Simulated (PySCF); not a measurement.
C4H6Si, SMILES C#C/C=C\[SiH3] (GFN2-xTB optimised geometry):

```
11

C      2.150     1.118     0.004
C      1.418     0.164     0.001
C      0.619    -0.996     0.000
C     -0.717    -0.996     0.000
Si    -1.836     0.514     0.000
H      2.771     1.963     0.004
H      1.184    -1.924    -0.002
H     -1.207    -1.963    -0.003
H     -2.592     0.521    -1.257
H     -1.062     1.745     0.132
H     -2.771     0.378     1.123
```

Level of theory: CAM-B3LYP/def2-TZVP (PySCF).

Question: What are the frontier orbital energies and the dipole moment?

Answer: HOMO-2 -10.78 eV, HOMO-1 -9.45 eV, HOMO -8.47 eV, LUMO -0.18 eV, LUMO+1 1.54 eV; dipole moment 0.39 D.

Meta-Löwdin charges at CAM-B3LYP/def2-TZVP: C1 -0.20, C2 -0.03, C3 -0.09, C4 -0.34, Si5 0.52, H6 0.17, H7 0.14, H8 0.13, H9 -0.10, H10 -0.09, H11 -0.10.
